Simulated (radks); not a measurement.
Results of a calculation; reference values are marked as such.
Q: The mean radii <r> (bohr) of the occupied orbitals of an atom or ion are listed with their occupations. Level of theory: non-relativistic Kohn-Sham, r2SCAN, spin-polarised, spherical densities, point nucleus; meta-GGA in the generalised Kohn-Sham scheme (a radial shooting solver on a logarithmic mesh with Libxc functionals).

| orbital | occ. | <r> |
|---|---|---|
| 1s | 2 | 0.07019 |
| 2s | 2 | 0.3265 |
| 2p | 6 | 0.2905 |
| 3s | 2 | 0.9819 |
| 3p | 6 | 1.029 |

Name the element and its charge. Open shells, if any, are filled with parallel spins first.

A: Z = 22, titanium, charge +4: Ti4+ in [Ar]. The 1s radius gives Z: for a bare nucleus <r> = 1.5/Z, 0.06818 bohr for Z = 22, and screening makes it slightly larger (0.07019 here). The occupations add up to 18, and the charge is Z minus that.
